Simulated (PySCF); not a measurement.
C6H5I, SMILES C#C/C=C(\I)C=C.

Coordinates come from a PBE-D3(BJ)/def2-SVP optimisation. The structure was generated by enumeration; whether it is a known compound was not checked. The def2 effective core potentials stand for the cores of I; spin–orbit coupling is left out. Other conformers were not sampled.

Computed with PySCF with PBE-D3(BJ)/def2-SVP.

Frequencies are harmonic and unscaled.

Problem. Estimate the vibrational spectrum. (Estimate from the structure and the level; the computed values follow.)

Solution. 
```json
[
 {"mode": "1", "ν (cm⁻¹)": "94", "IR (km/mol)": "0.5", "moving atoms (share of kinetic energy)": "C 74 %, H 25 %"},
 {"mode": "2", "ν (cm⁻¹)": "101", "IR (km/mol)": "0.2", "moving atoms (share of kinetic energy)": "C 68 %, I 20 %, H 12 %"},
 {"mode": "3", "ν (cm⁻¹)": "188", "IR (km/mol)": "0.5", "moving atoms (share of kinetic energy)": "C 64 %, I 19 %, H 17 %"},
 {"mode": "4", "ν (cm⁻¹)": "199", "IR (km/mol)": "1.2", "moving atoms (share of kinetic energy)": "C 62 %, H 38 %"},
 {"mode": "5", "ν (cm⁻¹)": "275", "IR (km/mol)": "2.2", "moving atoms (share of kinetic energy)": "C 80 %, I 11 %, H 9 %"},
 {"mode": "6", "ν (cm⁻¹)": "368", "IR (km/mol)": "3.8", "moving atoms (share of kinetic energy)": "C 66 %, H 34 %"},
 {"mode": "7", "ν (cm⁻¹)": "419", "IR (km/mol)": "4.8", "moving atoms (share of kinetic energy)": "C 71 %, H 23 %"},
 {"mode": "8", "ν (cm⁻¹)": "473", "IR (km/mol)": "6.4", "moving atoms (share of kinetic energy)": "C 87 %, H 11 %"},
 {"mode": "9", "ν (cm⁻¹)": "476", "IR (km/mol)": "10.3", "moving atoms (share of kinetic energy)": "C 72 %, H 28 %"},
 {"mode": "10", "ν (cm⁻¹)": "587", "IR (km/mol)": "3.2", "moving atoms (share of kinetic energy)": "C 84 %, H 16 %"},
 {"mode": "11", "ν (cm⁻¹)": "612", "IR (km/mol)": "36.4", "moving atoms (share of kinetic energy)": "H 77 %, C 23 %"},
 {"mode": "12", "ν (cm⁻¹)": "647", "IR (km/mol)": "39.3", "moving atoms (share of kinetic energy)": "H 80 %, C 20 %"},
 {"mode": "13", "ν (cm⁻¹)": "667", "IR (km/mol)": "0.4", "moving atoms (share of kinetic energy)": "H 54 %, C 46 %"},
 {"mode": "14", "ν (cm⁻¹)": "810", "IR (km/mol)": "10.4", "moving atoms (share of kinetic energy)": "H 62 %, C 38 %"},
 {"mode": "15", "ν (cm⁻¹)": "894", "IR (km/mol)": "34.9", "moving atoms (share of kinetic energy)": "H 73 %, C 27 %"},
 {"mode": "16", "ν (cm⁻¹)": "947", "IR (km/mol)": "11.9", "moving atoms (share of kinetic energy)": "H 57 %, C 42 %"},
 {"mode": "17", "ν (cm⁻¹)": "959", "IR (km/mol)": "13.2", "moving atoms (share of kinetic energy)": "H 87 %, C 13 %"},
 {"mode": "18", "ν (cm⁻¹)": "1036", "IR (km/mol)": "12.0", "moving atoms (share of kinetic energy)": "C 79 %, H 21 %"},
 {"mode": "19", "ν (cm⁻¹)": "1139", "IR (km/mol)": "26.7", "moving atoms (share of kinetic energy)": "C 64 %, H 36 %"},
 {"mode": "20", "ν (cm⁻¹)": "1218", "IR (km/mol)": "26.2", "moving atoms (share of kinetic energy)": "H 64 %, C 36 %"},
 {"mode": "21", "ν (cm⁻¹)": "1269", "IR (km/mol)": "1.5", "moving atoms (share of kinetic energy)": "H 80 %, C 20 %"},
 {"mode": "22", "ν (cm⁻¹)": "1368", "IR (km/mol)": "9.0", "moving atoms (share of kinetic energy)": "H 79 %, C 21 %"},
 {"mode": "23", "ν (cm⁻¹)": "1578", "IR (km/mol)": "4.4", "moving atoms (share of kinetic energy)": "C 95 %"},
 {"mode": "24", "ν (cm⁻¹)": "1636", "IR (km/mol)": "7.9", "moving atoms (share of kinetic energy)": "C 89 %, H 11 %"},
 {"mode": "25", "ν (cm⁻¹)": "2138", "IR (km/mol)": "0.5", "moving atoms (share of kinetic energy)": "C 92 %, H 8 %"},
 {"mode": "26", "ν (cm⁻¹)": "3052", "IR (km/mol)": "3.4", "moving atoms (share of kinetic energy)": "H 92 %"},
 {"mode": "27", "ν (cm⁻¹)": "3065", "IR (km/mol)": "7.1", "moving atoms (share of kinetic energy)": "H 92 %"},
 {"mode": "28", "ν (cm⁻¹)": "3085", "IR (km/mol)": "0.6", "moving atoms (share of kinetic energy)": "H 94 %"},
 {"mode": "29", "ν (cm⁻¹)": "3189", "IR (km/mol)": "1.9", "moving atoms (share of kinetic energy)": "H 89 %, C 11 %"},
 {"mode": "30", "ν (cm⁻¹)": "3407", "IR (km/mol)": "103.7", "moving atoms (share of kinetic energy)": "H 86 %, C 14 %"}
]
```
